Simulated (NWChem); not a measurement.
System: CHS2 cation; SMILES S=C=[SH+]

Program: NWChem. Pople sets run with spherical d functions. Each level has its own optimisation; frequencies are unscaled. Brackets give each atom's bonded neighbours.

| level | r C–S [C(SS)–S(C)] (Å) | r C–S [C(SS)–S(CH)] (Å) | r H–S (Å) | highest harmonic frequency (cm⁻¹) | lowest (cm⁻¹) | zero-point energy (kcal/mol) |
|---|---|---|---|---|---|---|
| LDA (Slater exchange, VWN5)/def2-SVP | 1.517 | 1.633 | 1.384 | 2482 | 316 | 8.9 |
| Hartree-Fock/STO-3G | 1.484 | 1.674 | 1.350 | 3172 | 358 | 10.8 |
| B3LYP/6-31G* | 1.512 | 1.651 | 1.361 | 2609 | 326 | 9.2 |
| Hartree-Fock/6-31G* | 1.478 | 1.658 | … | … | … | … |
| PBE0/def2-SVP | 1.508 | 1.640 | 1.366 | 2609 | 324 | 9.2 |

Question: Fill in the missing entries.

Answer: 
- Hartree-Fock/6-31G*, r H–S (Å): 1.332
- Hartree-Fock/6-31G*, highest harmonic frequency (cm⁻¹): 2873
- Hartree-Fock/6-31G*, lowest (cm⁻¹): 353
- Hartree-Fock/6-31G*, zero-point energy (kcal/mol): 10.0
